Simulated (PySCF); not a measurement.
Atomic charges against the basis set

Compound: C3H3ClF2O.
Numbering: `[F:1][C:2]([F:3])([Cl:4])[C@H:5]1[CH2:6][O:7]1` (hydrogens: H8 on C5; H9, H10 on C6)

Geometry (PBE0-D3(BJ)/def2-SVP, Å), atoms numbered from 1 in this order:
```xyz
10
C3H3ClF2O angstrom
F     -1.8339   -0.9072   -1.0385
C     -1.1677    0.0219   -0.3452
F     -1.4213    1.2041   -0.9201
Cl    -1.7838    0.0387    1.3154
C      0.3168   -0.2517   -0.4202
C      1.2573    0.2063    0.5968
O      0.8668   -1.1480    0.4935
H      0.6403   -0.3522   -1.4667
H      2.2876    0.4315    0.2963
H      0.8800    0.7382    1.4776
```

PBE0 throughout (PySCF), one geometry, spherical d and f functions. Geometry: PBE0-D3(BJ)/def2-SVP, one conformer, isolated molecule. The first 7 of 10 kinds of atom are listed.

Mulliken charges (e):

```csv
basis,functions,F1,C2,F3,Cl4,C5,C6,O7
STO-3G,42,-0.071,+0.262,-0.074,-0.160,-0.024,-0.086,-0.163
6-31G,73,-0.258,+0.258,-0.259,+0.154,+0.011,-0.132,-0.426
pcSseg-0,73,-0.306,+0.423,-0.308,+0.086,-0.008,-0.111,-0.585
6-31G*,108,-0.283,+0.539,-0.283,-0.007,-0.015,-0.155,-0.414
cc-pVDZ,117,-0.151,+0.306,-0.153,-0.063,-0.005,+0.111,-0.239
def2-SVP,117,-0.171,+0.430,-0.173,-0.101,-0.040,+0.141,-0.306
aug-cc-pVDZ,192,-0.466,+0.778,-0.464,-0.154,+1.127,+0.910,-0.621
"6-311+G(2d,p)",215,-0.234,+0.333,-0.217,+0.076,+0.043,-0.171,-0.260
def2-TZVP,241,-0.143,+0.366,-0.144,-0.086,-0.047,-0.064,-0.284
cc-pVTZ,256,-0.144,+0.418,-0.148,-0.118,-0.048,-0.046,-0.243
IGLO-III,284,-0.183,+0.181,-0.187,+0.077,+0.153,-0.115,-0.252
pcSseg-2,301,-0.231,+0.604,-0.232,-0.120,+0.016,+0.137,-0.382
```

IAO charges (e):

```
        basis  functions      F1      C2      F3     Cl4      C5      C6      O7
       STO-3G         42  -0.099  +0.280  -0.102  -0.100  -0.076  -0.148  -0.189
        6-31G         73  -0.243  +0.489  -0.248  -0.047  -0.002  -0.109  -0.354
     pcSseg-0         73  -0.234  +0.487  -0.240  -0.059  -0.003  -0.095  -0.360
       6-31G*        108  -0.261  +0.549  -0.264  -0.064  +0.025  -0.080  -0.372
      cc-pVDZ        117  -0.261  +0.552  -0.265  -0.066  +0.022  -0.083  -0.366
     def2-SVP        117  -0.263  +0.550  -0.267  -0.059  +0.027  -0.073  -0.372
  aug-cc-pVDZ        192  -0.271  +0.559  -0.274  -0.058  +0.027  -0.083  -0.386
6-311+G(2d,p)        215  -0.272  +0.554  -0.275  -0.052  +0.027  -0.083  -0.388
    def2-TZVP        241  -0.273  +0.562  -0.277  -0.054  +0.027  -0.082  -0.386
      cc-pVTZ        256  -0.271  +0.564  -0.275  -0.059  +0.026  -0.084  -0.383
     IGLO-III        284  -0.273  +0.556  -0.276  -0.049  +0.026  -0.084  -0.388
     pcSseg-2        301  -0.273  +0.561  -0.277  -0.054  +0.025  -0.083  -0.386
```

Hirshfeld charges (e):

```csv
basis,functions,F1,C2,F3,Cl4,C5,C6,O7
STO-3G,42,-0.042,+0.261,-0.044,-0.204,+0.019,+0.021,-0.109
6-31G,73,-0.088,+0.209,-0.092,-0.053,+0.006,-0.001,-0.164
pcSseg-0,73,-0.085,+0.206,-0.089,-0.040,0.000,-0.005,-0.154
6-31G*,108,-0.078,+0.207,-0.081,-0.069,+0.008,-0.003,-0.153
cc-pVDZ,117,-0.073,+0.196,-0.076,-0.052,-0.006,-0.014,-0.134
def2-SVP,117,-0.082,+0.202,-0.085,-0.032,-0.005,-0.014,-0.145
aug-cc-pVDZ,192,-0.085,+0.192,-0.087,-0.020,-0.014,-0.020,-0.147
"6-311+G(2d,p)",215,-0.086,+0.190,-0.089,-0.019,-0.012,-0.014,-0.150
def2-TZVP,241,-0.084,+0.193,-0.086,-0.025,-0.010,-0.017,-0.147
cc-pVTZ,256,-0.080,+0.194,-0.083,-0.035,-0.009,-0.018,-0.142
IGLO-III,284,-0.088,+0.191,-0.090,-0.004,-0.015,-0.021,-0.149
pcSseg-2,301,-0.086,+0.193,-0.088,-0.020,-0.011,-0.020,-0.149
```

Q: Which scheme is steadiest as the basis changes?

A: Largest range over the bases for any column: Hirshfeld 0.20 e, IAO 0.28 e, Mulliken 1.17 e. Hirshfeld charges move least and Mulliken charges most, counted in e. Without the minimal STO-3G basis the ranges are Hirshfeld 0.06, IAO 0.08, Mulliken 1.17 e.

Q: How much do the charges still move between the two largest bases, IGLO-III and pcSseg-2?

A: At most, over all atoms: Mulliken 0.422 e, IAO 0.006 e, Hirshfeld 0.016 e.

Q: What do the same runs give for the total energy, the frontier levels and the dipole moment?

A: 
```tsv
basis	energy (Eh)	HOMO (eV)	LUMO (eV)	μ (D)
STO-3G	-840.3392	-5.35	4.16	2.47
6-31G	-850.4608	-8.59	0.41	2.80
pcSseg-0	-849.1593	-8.81	0.54	2.89
6-31G*	-850.6045	-8.39	0.63	2.37
cc-pVDZ	-850.6592	-8.41	0.75	2.26
def2-SVP	-850.1939	-8.51	0.94	2.24
aug-cc-pVDZ	-850.6954	-8.68	-0.14	2.30
6-311+G(2d,p)	-850.7702	-8.71	-0.05	2.33
def2-TZVP	-850.8121	-8.66	0.36	2.26
cc-pVTZ	-850.7998	-8.61	0.44	2.26
IGLO-III	-850.8116	-8.66	0.33	2.23
pcSseg-2	-850.8181	-8.72	0.20	2.35
```

The dipole is fixed by the density alone, so its range of 0.66 D shows that the density itself changes with the basis, not only its division among atoms.
